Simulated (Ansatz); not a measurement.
Breaking the O3–H4 bond in FHOPb (SMILES [OH][Pb][F]) (multiplicity 1 held, fragments rigid). Energies count from the point at 0.966 Å.
Geometry at that point (charge 0, multiplicity 1):
```
atom    x (Å)    y (Å)    z (Å)
----  -------  -------  -------
Pb     0.1198   0.0251   0.2337
F     -0.2989   1.3526  -1.3024
O     -0.7528  -1.6071  -0.7309
H     -1.1147  -1.3712  -1.5949
```

Restricted levels (R-, RO-) in cc, def2 and unpolarised 6-31G sets keep to the state of the molecule at rest. Unrestricted levels (U-) break spin symmetry where that is lower. Levels need not reach the same state.

Codes used: Ansatz (Gaussian orbitals). Values without a source in brackets are computed. In def2 rows elements past Kr take small-core potentials, without spin–orbit coupling.

Q: One of these levels gives 120.71 kcal/mol for the energy at R = 3.091 Å. Name it.
A. R-B3LYP/def2-TZVPP
B. R-HF/def2-TZVPP
C. U-PBE/def2-TZVPP

A: C, U-PBE/def2-TZVPP. The others give 215.82 (R-HF/def2-TZVPP), 163.97 (R-B3LYP/def2-TZVPP)

Doubts at one or more of the structures used: a restricted determinant that unrestricted orbitals would lower (R-HF/def2-TZVPP, R-B3LYP/def2-TZVPP); a spin-contaminated determinant (U-PBE/def2-TZVPP).

Ansatz is a quantum-chemistry and plane-wave program.
